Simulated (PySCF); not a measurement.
## r2SCAN on F²⁺ (fluorine, charge +2)

Configuration: [He] 2s2 2p3, high-spin 4S determinant. Calculation: PySCF 2.14, in aug-cc-pVDZ (4s3p2d, 23 functions); the non-relativistic Hamiltonian (point nucleus).

```json
{"Total energy": "-97.7588 hartree", "One-electron energy": "-126.0573 hartree", "Hartree (Coulomb) energy": "37.6651 hartree", "Exchange-correlation energy": "-9.3666 hartree", "Kinetic energy": "97.21932 hartree", "⟨S²⟩": "3.7524", "⟨L²⟩": "0.000", "Sum of ⟨r⟩": "4.857 bohr", "Sum of ⟨r²⟩": "5.087 bohr²", "Density at the nucleus (Gaussians lack the cusp)": "432 bohr⁻³", "Spin density at the nucleus": "0.495 bohr⁻³", "Langevin diamagnetic susceptibility": "-4.03 ×10⁻⁶ cm³/mol", "Time after the integrals": "0.2 s of wall time on 1 thread of Neoverse-V1 (shared host)"}
```

```
shell  electrons  mean orbital energy (hartree)  rms radius, mean of both spins (bohr)
 1s α          1                      -26.35506                                  0.204
 1s β          1                      -26.22073                                  0.204
 2s α          1                       -2.68079                                   1.02
 2s β          1                       -2.33295                                   1.02
 2p α          3                       -1.93995                                  0.989
```
